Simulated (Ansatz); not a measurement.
A structure relaxed at PBE0-D4/def2-TZVP, charge 0, multiplicity 2:

```xyz
4

F     1.0446    1.0777    0.7944
Ge   -0.3142    0.4668   -0.0856
F    -1.2077   -0.3767    1.1327
I     0.4773   -1.1677   -1.8415
```

Question: Give its formula and SMILES.

Answer: F2GeI, `[F][Ge]([F])[I]`.

Question: Point group (tolerance 0.08 Å, 0.16 Å for H)?

Answer: Cs.

Question: Summarise the bond lengths by kind.

Answer: 2 × F–Ge 1.730 Å; 1 × Ge–I 2.526 Å.

Program: Ansatz 0.2.0.
